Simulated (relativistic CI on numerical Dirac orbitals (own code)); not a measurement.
Re⁵⁹⁺: q coefficients and field-shift factors

Method of calculation: Dirac-Coulomb-Breit CI, separate exchange-only KLI orbitals for each configuration, derivatives by finite differences, unscaled Slater integrals, QED left out (own radial code, finite nucleus).

Configuration list (outside the closed core [Ne]): 3s2 3p4, 3s2 3p3 3d, 3s 3p5, 3p6, 3s 3p4 3d, 3s 3p3 3d2. Double excitations out of closed p, d and f shells are left out; levels of such configurations are missing from the list, as are those of other unlisted configurations, and high levels can miss mixing partners.

With x = (α/α₀)² − 1 an excitation energy changes as ω = ω₀ + qx; K = 2q/ω₀ is the relative enhancement. Terms are leading LS components, so labels can repeat. The field-shift factor is F = δν/δ⟨r²⟩ for the transition from the lowest level.

Lowest level 3s2 3p4 3P_2.

```tsv
Level	ω₀ (cm⁻¹)	q (cm⁻¹)	K	F (GHz/fm²)
3s2 3p4 1S_0	179803	10700	0.119	0.0585
3s2 3p3 3d 3D°_2	1918839	124400	0.13	19.8
3s2 3p3 3d 3P°_0	1989891	135600	0.136	20.6
3s2 3p3 3d 3D°_1	1991349	139500	0.14	-1.95
3s2 3p3 3d 3F°_3	1994948	128900	0.129	25.9
3s2 3p3 3d 3F°_4	2642207	821200	0.622	45.7
3s2 3p3 3d 3D°_2	2700950	865000	0.64	-30.6
3s2 3p3 3d 3D°_3	2862404	848400	0.593	33.3
3s2 3p3 3d 3D°_1	2953921	865300	0.586	19.2
3s2 3p4 3P_1	2990366	3.72e+06	2.49	-556
3s2 3p4 1D_2	3071521	3.713e+06	2.42	-558
3s 3p5 3P°_2	4506371	4.052e+06	1.8	-7370
3s 3p5 1P°_1	4678362	3.984e+06	1.7	-5020
```

At this charge energies of transitions that change n are usually good to better than 1 %, and those within a shell (Δn = 0) to a few per cent.
